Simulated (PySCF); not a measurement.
**Correlation energy of Sc⁺ (scandium, charge +1)**

[Ar] 3d1 4s1, high-spin 3D determinant. Computed with PySCF 2.14 in pcseg-2 (6s4p3d2f1g, 56 functions), with no relativity, point nucleus. Frozen: [Ar]; 2 electrons correlated.

Total MP2 correlation energy: -2.95 mhartree.

Same-spin part -2.95 and opposite-spin part 0.00 mhartree; SCS-MP2 scales them by 1/3 and 6/5 to -0.98 mhartree.
